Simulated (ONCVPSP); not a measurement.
silicon: one change to an ONCV potential, before and after

* Element: Si (Z = 14)
* Generator: ONCVPSP 4.0.1
* Type: optimised norm-conserving Vanderbilt (ONCV)
* Functional: PBEsol
* Relativity: scalar-relativistic
* Frozen core: [He]
* Valence charge: 12
* Reference configuration: 2s2 2p6 3s1.5 3p2.5
* Partial waves: 2s+3s: rc 0.40 bohr, ncon 4, nbas 7, qcut 38.9 1/bohr, 2 projectors; 2p+3p: rc 0.90 bohr, ncon 4, nbas 8, qcut 19.3 1/bohr, 2 projectors; d scattering state at 0.03 Ha: rc 0.75 bohr, ncon 4, nbas 7, qcut 12.3 1/bohr, 3 projectors, debl 2.3 Ha
* Local potential: polynomial inside 0.30 bohr (lpopt 5, dvloc0 0 Ha)
* Core correction: Teter function, fcfact 3, rcfact 1.05

Change: all radii but the core radius scaled by about 1.06 (s 0.42, p 0.96, d 0.80 bohr); local potential polynomial inside 0.32 bohr (lpopt 5, dvloc0 0 Ha).

Cutoffs: the cutoffs (Ha) at which the residual kinetic energy of the hardest occupied pseudo-wave falls to 1 and 0.1 mHa per electron; they do not see the model core or the augmentation charge, which bear on the density cutoff. Errors are all-electron minus pseudo energies relative to the spin-unpolarised reference configuration.

Problem. What does the change do?

Solution. The potential gets softer (436 Ha and 527 Ha → 375 Ha and 470 Ha); both files keep a bound ghost (d, s); the errors of the 3 common tests hardly move. A larger radius leaves more room for a smooth pseudo-wave, so fewer plane waves are needed.

```csv
quantity,base,changed
"cutoff, loose",436 Ha,375 Ha
"cutoff, tight",527 Ha,470 Ha
loose cutoff by channel,"s 436 Ha, p 121 Ha","s 375 Ha, p 113 Ha"
bound ghosts,"s, d","s, d"
GHOST(+) flags under 300 eV,none,none
tests with a reliable result,3 of 4,3 of 4
"error for 2s2 2p6 3s2 3p2, meV [ΔE -3.38 eV]",-0.2,-0.1
"error for 2s2 2p6 3s2 3p1, meV [ΔE 4.34 eV]",+0.2,+0.3
"error for 2s2 2p6 3s2 3p0, meV [ΔE 20.30 eV]",+1.7,+1.9
"rms error of d²Exc/dni dnj with the model core, mHa",1.84,1.88
```

 A true bound ghost makes a file unfit for plane-wave use even where its test errors are small: the radial tests pick states by their node count and pass the ghost by.
